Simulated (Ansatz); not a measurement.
`[SH][Ge]([Cl])([Cl])[Cl]` + H₂ → `[Cl][GeH]([Cl])[Cl]` + H₂S at 400 K and 1 bar (hydrogenolysis of a Ge–S bond).

Computed with Ansatz on PBE0-D4/def2-TZVP structures; ΔE is electronic, products minus reactants. CCSD(T)/CBS adds triple-zeta CCSD(T) − MP2 to the extrapolated MP2 energy (def2 sets, frozen cores). This one scheme is used for every species. For Ge outer-core shells are correlated without core-valence functions, which leaves a few kJ/mol of doubt a bond. Scalar relativity is left out up to krypton. One conformer a species, not always the lowest.

```
                   species  CCSD(T)/CBS energy (Eh)  H − E (kJ/mol)  S (J/(mol·K))
`[SH][Ge]([Cl])([Cl])[Cl]`              -3853.97733            71.0          417.4
                        H₂                 -1.17544            38.0          139.0
     `[Cl][GeH]([Cl])[Cl]`              -3456.16971            58.7          354.4
                       H₂S               -398.97279            53.4          215.9
```

H − E and S are ideal-gas, rigid-rotor, harmonic terms from PBE0-D4/def2-TZVP, for one conformer and one mirror image of each species. The MP2-based limit puts H₂ 0.8 mEh under its directly extrapolated value; such offsets cancel only in part. 1 Eh = 2625.50 kJ/mol, R = 8.31446 J/(mol·K).

**Question.** By hand: ΔE, ΔH, ΔS and ΔG.

**Answer.** ΔE = (-3456.16971) + (-398.97279) − (-3853.97733) − (-1.17544) = 0.01027 Eh = 27.0 kJ/mol. Δ(H − E) = 58.7 + 53.4 − 71.0 − 38.0 = 3.1, so ΔH = 30.1 kJ/mol. ΔS = 354.4 + 215.9 − 417.4 − 139.0 = 13.9 J/(mol·K). ΔG = 30.1 − 400 × (13.9)/1000 = 24.5 kJ/mol.

**Question.** By hand: the equilibrium constant, and the temperature at which ΔG would vanish if ΔH and ΔS stayed fixed.

**Answer.** log₁₀ K = −ΔG/(RT ln 10) = -3.2. ΔG = 0 at ΔH/ΔS = 2165 K, though so small a ΔS makes that figure unsure.

The number of gas molecules stays the same, so ΔS is small and ΔH decides. A doubt of 5 kJ/mol in ΔE shifts log₁₀ K by 0.7 here. Other conformers and mirror images would add mixing entropy, several J/(mol·K) or more a flexible species. These are equilibria of isolated gas molecules and say nothing of rates. Largest T1 diagnostic: 0.010 (customary marks: 0.02 for closed shells, 0.045 for open ones).
